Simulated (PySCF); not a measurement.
## Excitation energy of Au by level of theory

Au [Xe] 4f14 5d10 6s1 (2S) → Au [Xe] 4f14 5d9 6s2 (2D), as a difference of total energies. All numbers are calculated (PySCF 2.14, scalar relativity through the core potential, in aug-cc-pwCVDZ-PP with ECP60MDF). Correlated levels: valence: 5s2 5p6 frozen. The calculations carry no spin-orbit coupling.

| method | excitation energy (cm⁻¹) | error (cm⁻¹) |
| --- | --- | --- |
| UHF | 14213 | +142 |
| MP2 (valence) | 15554 | +1483 |
| SCS-MP2 (valence) | 14489 | +419 |
| CCSD (valence) | 14220 | +149 |
| CCSD(T) (valence) | 14230 | +159 |

Reference: 14071 cm⁻¹ (measured; NIST levels, between the centres of gravity of the two terms).

Errors of the correlated levels include the incompleteness of this basis and the frozen core.
